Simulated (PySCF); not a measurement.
Stepwise substitution at one centre (In NH2-H). All species are isolated molecules in the gas phase. One relaxed conformer stands for each flexible species; it need not be the lowest. Strings in code marks are SMILES.

The four lowest singlet excitations (Tamm–Dancoff). All values below come from PBE-D3(BJ)/def2-TZVP // CAM-B3LYP-D3(BJ)/def2-TZVP (PySCF). Excitations are Tamm–Dancoff values on a coarser integration grid. The basis has no diffuse functions, so Rydberg states are missing or too high.

```
state  energy (eV)  wavelength (nm)  oscillator strength
-----  -----------  ---------------  -------------------
S1            4.89              253                0.094
S2            5.16              240                0.045
S3            5.42              229                0.000
S4            5.78              214                0.001
```

Q: Say which member gives these states.
A) `[NH2][InH2]`
B) `[NH2][InH][NH2]`
C) `[NH2][In]([NH2])[NH2]`

A: A, `[NH2][InH2]`
